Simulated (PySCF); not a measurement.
C4H10N, SMILES NC(C)([CH2])C, doublet, GFN2-xTB optimised geometry. Atoms within 1.6 Å of the plane z = 1.2 Å (x, y, z in Å): C1 (0.47, 0.79, 2.48), C2 (0.12, 0.09, 1.23), C3 (0.61, -1.36, 1.23), C4 (0.65, 0.83, 0.00), N5 (-1.36, 0.05, 1.12), H7 (0.47, 1.87, 2.52), H8 (0.24, -1.88, 2.11), H9 (0.26, -1.87, 0.34), H10 (1.70, -1.38, 1.25), H12 (0.30, 1.87, 0.00), H13 (1.73, 0.83, 0.00), H14 (-1.76, -0.44, 1.91), H15 (-1.73, 0.99, 1.10).

Computed with unrestricted PBE0/def2-TZVP in PySCF 2.14.0. Cells within 0.4 Å of a nucleus heavier than hydrogen are left out (blank, or x).

Map of the log10 of the electron density (e/bohr³), floored at −4 on the plane z = 1.2 Å:

```
|0000000000000000000000000000000|
|0000000000000000000000000000000|
|0000000000000000000000000000000|
|0000000000000001111000000000000|
|0000000000000112222110000000000|
|0000000001111223333221100000000|
|0000001122222233333322110000000|
|0000012333333334444432211000000|
|0000123444443444554443321100000|
|0001234566554455555544332100000|
|0001345677765556666554432210000|
|0002346799876667776655433210000|
|0012356899987778887665443210000|
|0012356899998889988765433210000|
|001235689xxx999xx98765432210000|
|001245689xxx99xxx98765432210000|
|0012356899x9988xx98765443210000|
|0012356789988888998776554321000|
|0002345677777778998887765321000|
|00012345666666789xx988875431000|
|0000233455555678xxx999976432000|
|00001223334456789xx999875431000|
|0000001222334678888887765421000|
|0000000111234567787776654321000|
|0000000001123456666655543210000|
|0000000000123445555544332100000|
|0000000000012334444333221000000|
|0000000000001223333221100000000|
|0000000000000111221110000000000|
|0000000000000000000000000000000|
|0000000000000000000000000000000|
```
Scale: ten equal steps from -4.00 (start of '0') to -0.331 (end of '9'), in the order '0123456789'; x runs from -4.00 to 4.00, y from -4.00 (bottom) to 4.00 (top).
